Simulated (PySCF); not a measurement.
Molecule: `InChI=1S/C5H4O2/c6-3-5-1-2-7-4-5/h1-4H`.

Molfile (atoms numbered from 1):
```
C5H4O2
     RDKit          3D

 11 11  0  0  0  0  0  0  0  0999 V2000
   -2.7138    0.9518    0.2902 O   0  0  0  0  0  0  0  0  0  0  0  0
   -1.9918    0.0814   -0.1312 C   0  0  0  0  0  0  0  0  0  0  0  0
   -0.5341    0.0669    0.0193 C   0  0  0  0  0  0  0  0  0  0  0  0
    0.4018   -0.9176   -0.4473 C   0  0  0  0  0  0  0  0  0  0  0  0
    1.6270   -0.4762   -0.0586 C   0  0  0  0  0  0  0  0  0  0  0  0
    1.5138    0.6987    0.6078 O   0  0  0  0  0  0  0  0  0  0  0  0
    0.2195    1.0229    0.6535 C   0  0  0  0  0  0  0  0  0  0  0  0
   -2.4099   -0.7993   -0.6826 H   0  0  0  0  0  0  0  0  0  0  0  0
    0.1803   -1.8294   -0.9981 H   0  0  0  0  0  0  0  0  0  0  0  0
    2.6355   -0.8642   -0.1729 H   0  0  0  0  0  0  0  0  0  0  0  0
   -0.0488    1.9474    1.1581 H   0  0  0  0  0  0  0  0  0  0  0  0
  1  2  2  0
  2  3  1  0
  3  4  1  0
  4  5  2  0
  5  6  1  0
  6  7  1  0
  7  3  2  0
  2  8  1  0
  4  9  1  0
  5 10  1  0
  7 11  1  0
M  END
```

Geometry PBE0-D3(BJ)/def2-SVP throughout; GIAO in PySCF, gas phase, one conformer, non-relativistic; equivalent atoms averaged; functional PBE0.

For orientation, aug-cc-pVDZ gives these shifts δ (against TMS at the same level): C2 181.7, C5 139.4, C7 143.4, C3 127.6, C4 109.1, H8 10.36, H11 8.31, H10 7.62, H9 6.94 ppm.

A run gave: C2 173.7, C5 134.3, C7 138.1, C3 121.5, C4 105.9, H8 9.88, H11 7.95, H10 7.17, H9 6.42 ppm (shifts δ (against TMS at the same level)).

Question: Which basis set was used in that run?
A. def2-TZVP
B. 6-31G*
C. cc-pVTZ
D. IGLO-III

Answer: B. C2 tells them apart best: 6-31G* gives 173.7, IGLO-III gives 192.0, cc-pVTZ gives 186.6, def2-TZVP gives 187.8 ppm.
